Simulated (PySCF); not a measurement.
# Magnetisability and related constants of `ClC[B@H-]1[PH2+][B@@H-](Cl)[PH2+]1`, CH8B2Cl2P2

Computed, not measured: PySCF 2.14.0, GIAO CAM-B3LYP/pcSseg-1 magnetisability, rotational g tensor and spin-rotation constants, non-relativistic, gas phase. Geometry: GFN2-xTB.

Input:
```
{"job": {"kind": "mag", "xc": "CAM-B3LYP", "basis": "pcSseg-1", "isotopologues": 2}, "charge": 0, "multiplicity": 1}
Cl    -1.529430    -2.119856     0.187005
C     -2.019068    -0.423076     0.519915
B     -0.769937     0.578165     0.281406
P      0.901748     0.031945     1.156415
B      1.904851     0.449949    -0.488685
Cl     3.100679    -0.832957    -0.971999
P      0.173719     0.324771    -1.422179
H     -2.387144    -0.415975     1.545765
H     -2.863940    -0.222679    -0.138544
H     -0.996490     1.725433     0.476624
H      0.954113    -1.314466     1.453424
H      1.292908     0.522642     2.395308
H      2.348309     1.546838    -0.490193
H     -0.100321     1.083009    -2.552894
H     -0.014410    -0.925752    -1.973281
```
Coordinates are in Å.

Command: `OMP_NUM_THREADS=1 python excited_run.py task.json out`

(1) What does the run print?

## Answers

(1) Atoms count from 0.
```
coarse grid: 14720 points
cycle   1  E = -1695.5915579269  dE =  9.445e-01  |g| = 3.710e-01  |ddm| = 3.540e+00
cycle   2  E = -1695.6240925099  dE = -3.253e-02  |g| = 2.714e-01  |ddm| = 9.836e-01
cycle   3  E = -1695.6407094024  dE = -1.662e-02  |g| = 3.805e-02  |ddm| = 3.847e-01
cycle   4  E = -1695.6410246870  dE = -3.153e-04  |g| = 1.782e-02  |ddm| = 6.151e-02
cycle   5  E = -1695.6411109870  dE = -8.630e-05  |g| = 5.812e-03  |ddm| = 2.459e-02
cycle   6  E = -1695.6411211394  dE = -1.015e-05  |g| = 1.065e-03  |ddm| = 9.019e-03
cycle   7  E = -1695.6411214791  dE = -3.397e-07  |g| = 3.978e-04  |ddm| = 2.249e-03
final grid: 123944 points
cycle   8  E = -1695.6744414532  dE = -1.960e-05  |g| = 2.698e-03  |ddm| = 1.403e-02
cycle   9  E = -1695.6744416481  dE = -1.949e-07  |g| = 2.600e-03  |ddm| = 4.536e-03
cycle  10  E = -1695.6744432162  dE = -1.568e-06  |g| = 2.555e-04  |ddm| = 2.435e-03
cycle  11  E = -1695.6744432314  dE = -1.528e-08  |g| = 1.003e-04  |ddm| = 4.029e-04
cycle  12  E = -1695.6744432341  dE = -2.644e-09  |g| = 2.212e-05  |ddm| = 1.486e-04
cycle  13  E = -1695.6744432342  dE = -1.482e-10  |g| = 5.915e-06  |ddm| = 3.896e-05
converged SCF energy = -1695.6744432342

Magnetisability tensor (1e-30 J/T^2)
    -1865.94       75.41       26.55
       75.41    -1765.56      -17.11
       26.55      -17.11    -1811.59
isotropic -1814.36   principal values   -1915.85  -1802.16  -1725.08
isotropic susceptibility -109.264 1e-6 cm^3/mol

Inertial axes            a          b          c
rot. const./GHz      1.8055     0.7143     0.7025
chi total          -110.911   -108.352   -108.529
chi diamagnetic    -773.577  -1690.394  -1707.750
chi paramagnetic    662.667   1582.042   1599.222
quadrupole/D A      -14.917     -1.918     16.836
g nuclear            0.5511     0.5231     0.5166
g electronic        -0.5621    -0.5309    -0.5278
g total             -0.0110    -0.0078    -0.0112

Spin-rotation constants (kHz, H = +C I.J)
atom  isotope        aa         bb         cc
  0   35Cl        0.335      0.040      0.150
  2    11B        0.248      0.115      0.100
  3    31P        2.043      0.858      1.046
  4    11B        0.309      0.109      0.112
  5   35Cl        0.173      0.120      0.034
  6    31P        2.044      0.859      1.044
  7     1H       -0.094     -0.083     -0.004
  8     1H       -0.093     -0.084     -0.003
  9     1H       -0.176      0.025     -0.072
 10     1H       -0.192      0.017     -0.061
 11     1H       -0.194     -0.058      0.011
 12     1H       -0.074     -0.006     -0.065
 13     1H       -0.194     -0.060      0.013
 14     1H       -0.192      0.018     -0.063
  1    13C*       0.345      0.097      0.143
* in the singly substituted isotopologue

Isotopologues: g along a, b, c
2H    at 7,8,9,10,11,12    -0.0099    -0.0073    -0.0107
37Cl  at 0                 -0.0110    -0.0077    -0.0111
```

It took 58 s wall time on 1 thread of an Arm Neoverse V2, shared host, peak memory 0.98 GiB.
